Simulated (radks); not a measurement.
Problem. Radial electron density D(r) = 4 pi r^2 rho(r) of an atom or ion with 36 electrons. Calculated with a radial shooting solver on a logarithmic mesh with Libxc functionals: scalar-relativistic Kohn-Sham, HCTH/407, spin-polarised, spherical densities, finite nucleus; Fermi nuclear charge, rms radius of each element as measured or else 0.836 A^(1/3) + 0.57 fm.

r (bohr),D(r) (e/bohr)
0.001602,1.151
0.001836,1.472
0.002086,1.851
0.00239,2.354
0.002738,2.984
0.003137,3.770
0.003594,4.743
0.004085,5.861
0.00468,7.301
0.005362,9.038
0.006143,11.11
0.007038,13.54
0.007999,16.18
0.009165,19.35
0.0105,22.86
0.01203,26.65
0.01367,30.34
0.01566,34.24
0.01795,37.89
0.02056,41.02
0.02356,43.33
0.02677,44.56
0.03067,44.70
0.03514,43.70
0.04026,41.81
0.04613,39.56
0.05242,37.78
0.06006,36.98
0.06881,37.93
0.07884,40.78
0.09032,45.07
0.1027,49.39
0.1176,52.80
0.1347,53.53
0.1544,50.83
0.1769,45.17
0.201,38.69
0.2303,32.86
0.2638,30.06
0.3023,30.84
0.3463,33.91
0.3936,36.66
0.451,37.14
0.5167,34.00
0.5919,27.86
0.6781,20.52
0.7708,14.29
0.883,9.600
1.012,7.095
1.159,6.158
1.317,5.897
1.509,5.580
1.729,4.893
1.981,3.880
2.27,2.758
2.58,1.804
2.955,1.032
3.386,0.5376
3.879,0.2567
4.444,0.1093
5.051,0.04187
5.787,0.01237
6.63,0.002958

What is the nuclear charge?

Solution. Z = 36. The innermost maximum, from 1s, lies near gamma/Z bohr with gamma = sqrt(1 - (Z/c)^2) = 0.965, here 0.0268 bohr (found: 0.0292), and its height grows with Z. The density is that of neutral krypton in [Kr]; the configuration itself is not fixed sharply by these data, and Z only to about a unit. D(r) has 3 maxima, at r = 0.0292, 0.129, 0.430 bohr, and minima at 0.0601, 0.272 bohr, inside which lie 2.06, 11.00 electrons.
